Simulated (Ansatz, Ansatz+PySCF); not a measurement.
```xyz
9

C     0.7964    0.0000    0.0000
C    -0.3982    0.6897    0.0000
C    -0.3982   -0.6897    0.0000
H     1.3452    0.0000    0.8431
H     1.3452    0.0000   -0.8431
H    -0.6726    1.1650   -0.8431
H    -0.6726    1.1650    0.8431
H    -0.6726   -1.1650    0.8431
H    -0.6726   -1.1650   -0.8431
```

Basis set: def2-SVP (spherical functions). Correlated methods keep 3 orbitals frozen. Charge 0, multiplicity 1.

Computed with Ansatz (development build ahead of 0.2.0); each method stands on the lowest determinant of its kind that the runs found. Restricted open shells among the atoms or ions are ROHF, correlated in semicanonical orbitals with singles.

Give the atomization energy at this shape (free ground-state atoms in the same class of orbitals less the molecule, no zero-point energy) of singlet C₃H₆ by RHF-CCSD(T), RHF-MP2, UHF-MP2, RHF, UHF.

```tsv
method	atomization energy
RHF-CCSD(T)	3262.8 kJ/mol
RHF-MP2	3297.3 kJ/mol
UHF-MP2	3295.0 kJ/mol
RHF	2628.0 kJ/mol
UHF	2596.0 kJ/mol
```

Caution: the shape is not the minimum.
